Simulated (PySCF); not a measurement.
C4H5BO2, SMILES C#CB(O)OC=C.

The structure is a stationary point at TPSSh-D3(BJ)/def2-SVP. This is a generated structure with no PubChem entry under its InChIKey; it may be hypothetical. The values are those of a single conformer.

Calculation: PySCF with HF/def2-TZVP.

Symmetry labels are those of the subgroup Cs that the program uses (full group Cs).

Task: List the valence orbital energies around the gap with their symmetry. (The exact figures need the calculation; the answer reports its results.)

Result: 
```json
[
 {"orbital": "HOMO−7", "symmetry": "A\"", "energy (eV)": "-16.64"},
 {"orbital": "HOMO−6", "symmetry": "A'", "energy (eV)": "-15.94"},
 {"orbital": "HOMO−5", "symmetry": "A\"", "energy (eV)": "-14.64"},
 {"orbital": "HOMO−4", "symmetry": "A'", "energy (eV)": "-14.31"},
 {"orbital": "HOMO−3", "symmetry": "A'", "energy (eV)": "-14.01"},
 {"orbital": "HOMO−2", "symmetry": "A\"", "energy (eV)": "-11.24"},
 {"orbital": "HOMO−1", "symmetry": "A'", "energy (eV)": "-11.13"},
 {"orbital": "HOMO", "symmetry": "A\"", "energy (eV)": "-9.57"},
 {"orbital": "LUMO", "symmetry": "A\"", "energy (eV)": "2.78"},
 {"orbital": "LUMO+1", "symmetry": "A'", "energy (eV)": "3.14"},
 {"orbital": "LUMO+2", "symmetry": "A'", "energy (eV)": "4.19"},
 {"orbital": "LUMO+3", "symmetry": "A'", "energy (eV)": "4.32"}
]
```
